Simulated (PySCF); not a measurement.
Isomers of [C4H2F5O]- (charge -1), one GFN2-xTB conformer each. Single-point energies are computed at PBE0/pcSseg-1 (PySCF, gas phase, no added dispersion term), electronic only.

| SMILES | GFN2-xTB relative energy (kJ/mol) |
| --- | --- |
| C=C([O-])C(F)(F)C(F)(F)F | 4.4 |
| [O-][C@@]1(C(F)(F)F)CC1(F)F | 0.0 |

Conformers: `[CH2:1]=[C:2]([O-:3])[C:4]([F:5])([F:6])[C:7]([F:8])([F:9])[F:10]` (charge -1) with C1–C2–C4–F5 -59°.

Task: What does PBE0/pcSseg-1 give for the same structures?

Result: 
```csv
SMILES,PBE0/pcSseg-1 E (Eh),PBE0/pcSseg-1 (kJ/mol),GFN2-xTB (kJ/mol),point group
C=C([O-])C(F)(F)C(F)(F)F,-727.31036,0.0,4.4,Cs
[O-][C@@]1(C(F)(F)F)CC1(F)F,-727.28133,76.2,0.0,C1
```

GFN2-xTB puts [O-][C@@]1(C(F)(F)F)CC1(F)F lowest instead. As drawn, the higher has a three-membered ring, which the lower lacks.
